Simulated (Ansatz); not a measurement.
Input for Ansatz (a first-principles code): R-CCSD(T)/aug-cc-pVDZ on C2H3F (SMILES C=CF).

Ansatz 0.2 input:
```yaml
crystal:
  periodic: [false, false, false]
  atoms:
    - {symbol: C, position_ang: [-1.32126047, -0.24738928, 3.25670124]}
    - {symbol: C, position_ang: [-0.13717790, -0.29333688, 3.83006328]}
    - {symbol: F, position_ang: [1.00320928, -0.03387362, 3.14746683]}
    - {symbol: H, position_ang: [-1.44401284, -0.00010440, 2.21108996]}
    - {symbol: H, position_ang: [-2.19661773, -0.46395313, 3.85153730]}
    - {symbol: H, position_ang: [0.06923483, -0.53121459, 4.86501523]}
basis:
  gaussian:
    orbitals: aug-cc-pVDZ
magnetization: {spin_polarized: false}
correlation: {method: ccsd_t, electrons: outside_noble_gas}
scf: {lower_state_search: off}
```

It printed:

```
WARN ansatz: RAYON_NUM_THREADS=1 ignored (pool sized by the plan → 1); use --threads N
Functional definition: HF
these checks for a lower state are left out or cut short: stability, starts, cluster_reference, orbital_swaps, neighbouring_geometries, increment
integrals: 0.11 GiB planned
938 factors; integrals over basis functions are off by at most 6.5e-4 eV
mean field: 0.18 GiB planned
mean field evaluation 1: about -4811.9522 eV, gradient 2.8e1 eV
mean field evaluation 2: about -4811.9528 eV, gradient 2.8e1 eV
mean field evaluation 4: about -4813.8802 eV, gradient 2.8e0 eV
mean field evaluation 8: about -4813.9105 eV, gradient 4.5e-4 eV
mean field -4813.91047874 eV, -176.9079471080 hartree, gradient 2.1e-6 eV, S^2 0.000000; 0 other end points of the search recorded, 0 dependent functions left out
3 core orbitals not correlated
reference -4813.91047874 eV, -176.9079471080 hartree; 9, 9 occupied and 84, 84 virtual orbitals, 938 factors
second order -13.04099592 eV of doubles, -0.00000000 eV of singles
coupled cluster: 0.36 GiB planned
cycle   1  -13.30335864 eV  change   -2.6e-1 eV  update   8.6e-2
cycle   2  -13.62793749 eV  change   -3.2e-1 eV  update   2.8e-2
cycle   3  -13.72651247 eV  change   -9.9e-2 eV  update   1.5e-2
cycle   4  -13.72517030 eV  change    1.3e-3 eV  update   3.6e-3
cycle   5  -13.72396434 eV  change    1.2e-3 eV  update   1.4e-3
cycle   6  -13.72459460 eV  change   -6.3e-4 eV  update   3.4e-4
cycle   7  -13.72456538 eV  change    2.9e-5 eV  update   1.0e-4
cycle   8  -13.72453542 eV  change    3.0e-5 eV  update   3.2e-5
cycle   9  -13.72453692 eV  change   -1.5e-6 eV  update   1.1e-5
perturbative correction -0.44547150 eV, -0.0163707757 hartree
Total energy: -4828.08048716 eV, -177.4286853125 hartree
Checks for a lower state left out: stability, starts, cluster_reference, orbital_swaps, neighbouring_geometries, increment
```

The calculation finished and met its thresholds.

Cost: around 4 core-seconds (rough).
